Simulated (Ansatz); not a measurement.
Isolated molecules relaxed with PBE0-D4/def2-TZVP in Ansatz; ΔE leaves out vibrations. CCSD(T)/CBS adds triple-zeta CCSD(T) − MP2 to the extrapolated MP2 energy (def2 sets, frozen cores). This one scheme is used for every species. DFT in def2-TZVPP. Elements past krypton have def2 core potentials. For Sn outer-core shells are correlated without core-valence functions, which leaves a few kJ/mol of doubt a bond.

Reaction (substitution at a C–C bond): `C[CH](C)[SnH3]` + HCl → `C[CH](Cl)[SnH3]` + CH₄

(1) Is it downhill or uphill in electronic energy at CCSD(T)/CBS, and by how much? (An estimate is asked.)

(2) What do these levels give: PBE0-D4, ωB97X-V, PBE, HF/def2-TZVPP, SCS-MP2/def2-QZVPP, MP2/CBS(def2)? (An estimate is asked.)

Largest T1 diagnostic among the species: 0.012.

Answers

(1) Ansatz gave: Uphill: ΔE = +0.10 eV.

(2) The calculation gave: PBE0-D4 0.08, ωB97X-V 0.07, PBE 0.03, HF/def2-TZVPP 0.06, SCS-MP2/def2-QZVPP 0.09, MP2/CBS(def2) 0.10 eV.

From PBE to PBE0 (25 % exact exchange), in def2-TZVPP and without D4, ΔE moves by +0.04 eV. In def2-TZVPP, CCSD(T) changes the Hartree–Fock value by +0.08 eV (the triples alone add −0.01 eV) and MP2 by +0.07 eV.
